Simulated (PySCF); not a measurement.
# Dipole moment and polarisability of `CN(C)[SiH2]C(N)=O`

Compound: C3H10N2OSi.
Geometry (GFN2-xTB, Å), atoms numbered from 1 in this order:
```xyz
17
C3H10N2OSi angstrom
C     -1.6232   -0.0115   -1.4552
N     -0.6400   -0.0826   -0.4009
C     -0.9417   -1.1378    0.5420
Si     0.2248    1.3330    0.0742
C      1.7610    0.7025    1.0336
N      2.3461   -0.4229    0.5632
O      2.2138    1.2963    1.9941
H     -2.6202    0.2266   -1.0682
H     -1.6804   -0.9727   -1.9733
H     -1.3381    0.7577   -2.1667
H     -1.9139   -0.9859    1.0242
H     -0.9708   -2.1003    0.0221
H     -0.1775   -1.1758    1.3145
H     -0.4649    2.3162    0.9172
H      0.6549    1.9417   -1.1889
H      3.1836   -0.7768    1.0011
H      1.9794   -0.8958   -0.2429
```

Level: CAM-B3LYP/def2-SVPD (PySCF), static field, nuclei fixed, core orbitals frozen in the response. The polarisability tensor in these axes (au):

```
x   85.20  1.02 10.12
y    1.02 82.92  4.05
z   10.12  4.05 79.59
```

Task: What are the eigenvalues, a third of the trace, and Δα (Δα² = ½Σ(αi − αj)² over the three pairs)?

Result: Principal values 71.28, 82.53 and 93.90 au; mean 82.57 au = 12.24 Å³ = 13.61 × 10⁻⁴⁰ C²·m²/J; Δα = 19.58 au (24 % of the mean).

Task: What is the dipole moment, and where does it point?

Result: (-1.56, -2.90, -2.83) D, 4.34 D in size, pointing from the negative to the positive side. Measured along this direction, the outermost atoms are O7 at the negative end and H9 at the positive end.

Task: What depolarisation ratio follows for Rayleigh scattering of linearly polarised light, taking the static tensor?

Result: ρ = 3Δα²/(45ᾱ² + 4Δα²) = 1150.6/(306792 + 1534.2) = 0.00373.

Task: Along which axes do the principal values lie, and how far do the nuclei extend along each?

Result: Largest value along (0.74, 0.29, 0.61), where the nuclei span 5.95 Å; middle along (-0.37, 0.93, 0.00), 4.22 Å; least along (-0.56, -0.23, 0.80), 3.87 Å. The response follows the extents in order.

Task: What would n − 1 = 2πNα be for an ideal gas of these molecules at 500 K and 1 atm, electronic part alone?

Result: N = p/kT = 1.4678 × 10¹⁹ cm⁻³, so n − 1 = 2π × N × 12.24 × 10⁻²⁴ cm³ = 1128 × 10⁻⁶ at long wavelengths, for an ideal gas.

Task: Form Σ f/ω² (atomic units) for the 8 lowest TDDFT singlets, given as eV and f, and set it beside the mean polarisability, which is this sum over all singlets: 4.67, 0.0015; 5.69, 0.0090; 6.28, 0.0231; 6.62, 0.0056; 6.71, 0.0503; 7.00, 0.0425; 7.12, 0.0319; 7.28, 0.0455.

Result: They add up to 3.36 au, 4.1 % of the 82.57 au; the largest single term is 0.83 au, from the state at 6.71 eV. Terms in order: 0.05, 0.21, 0.43, 0.10, 0.83, 0.64, 0.47, 0.64 au. Higher excitations give the rest. The strengths listed sum to 0.209.

Task: Traceless (Buckingham) quadrupole moment about the centre of nuclear charge: eigenvalues?

Result: -14.17, 2.31, 11.86 D·Å. The values depend on the origin, since the dipole doesn't vanish. The electronic extent ⟨r²⟩ about the same centre is 1091 bohr², a root-mean-square distance of 2.18 Å for the 64 electrons.

Geometry: GFN2-xTB, one conformer, isolated molecule.
